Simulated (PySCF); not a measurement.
**Excitation energy of Si²⁺ by level of theory**

Si²⁺ [Ne] 3s2 (1S) → Si²⁺ [Ne] 3s1 3p1 (3P), as a difference of total energies. Calculation: PySCF 2.14, in aug-cc-pwCVTZ (8s7p5d3f, 75 functions); the non-relativistic Hamiltonian (point nucleus). Correlated levels: valence and next inner shell: 1s2 frozen. The calculations carry no spin-orbit coupling.

```tsv
method	excitation energy (eV)
UHF	5.282
MP2 (valence and next inner shell)	6.302
SCS-MP2 (valence and next inner shell)	6.478
CCSD (valence and next inner shell)	6.475
CCSD(T) (valence and next inner shell)	6.517
```

Task: How much does correlation contribute at CCSD(T) (valence and next inner shell)?

Result: 6.517 − (5.282) = 1.235 eV, measured against UHF.

A first-order spin-orbit estimate (lowest level to lowest level, LS coupling) adds -0.027 eV.
